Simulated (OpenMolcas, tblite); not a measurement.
CH6ClNSi (SMILES C[SiH](N)Cl): methods side by side

The species is CH6ClNSi (10 atoms), meant as a singlet with charge 0. SMILES: `C[SiH](N)Cl`. Geometry: relaxed at PBE0-D4/def2-TZVP. This is one conformer, not always the lowest.

Quantity: the vertical ionisation energy (to the doublet cation), in eV. The values are calculated.

| level | kind | program | value (eV) | less CCSD(T)/6-31G* | CPU time (all runs) |
| --- | --- | --- | --- | --- | --- |
| IPEA1-xTB | semi-empirical | tblite | 14.04 | +4.20 | under 2 s |
| HF/6-31G* (spherical functions) | Hartree–Fock | OpenMolcas | 9.06 | -0.78 | 19 s |
| SVWN5/6-31G* (spherical functions) | LDA | OpenMolcas | 9.74 | -0.10 | 94 s |
| PBE/6-31G* (spherical functions) | GGA | OpenMolcas | 9.60 | -0.24 | 2.3 min |
| TPSS/6-31G* (spherical functions) | meta-GGA | OpenMolcas | 9.65 | -0.19 | 2.8 min |
| B3LYP/6-31G* (spherical functions) | global hybrid | OpenMolcas | 9.93 | +0.09 | 99 s |
| PBE0/6-31G* (spherical functions) | global hybrid | OpenMolcas | 9.97 | +0.13 | 1.9 min |
| CCSD(T)/6-31G* (spherical functions), open shells restricted | coupled cluster or CI | OpenMolcas | 9.84 | 0.00 | 80 s |

CCSD(T)/6-31G* (spherical functions), open shells restricted is the highest level here, not the true value. The values span 9.06 to 14.04 eV. The xTB values lack the empirical shift that such differences need. Times are those of the runs behind each value, whatever else they computed, on shared processors of several kinds: orders of magnitude only.
